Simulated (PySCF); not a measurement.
Computed IR spectrum (relative IR intensity) of a molecule H9NSi3. Geometry: TPSSh-D3(BJ)/def2-SVP. The values are those of a single conformer. Computed with TPSSh-D3(BJ)/def2-SVP in PySCF. Frequencies are harmonic and unscaled.

ν (cm⁻¹): 741 (w), 948 (vs), 952 (m), 979 (m), 1011 (w), 2247 (w), 2249 (m), 2258 (m) (against the strongest line: vs over 80 %, s over 45 %, m over 15 %, w over 4 %, vw less)

### Question
Pick the molecule that these values belong to.
(A) [SiH3]N([SiH3])[SiH3]
(B) N[SiH2][SiH2][SiH3]
(C) N[SiH]([SiH3])[SiH3]
(D) [SiH3]N[SiH2][SiH3]

### Answer
A, [SiH3]N([SiH3])[SiH3]
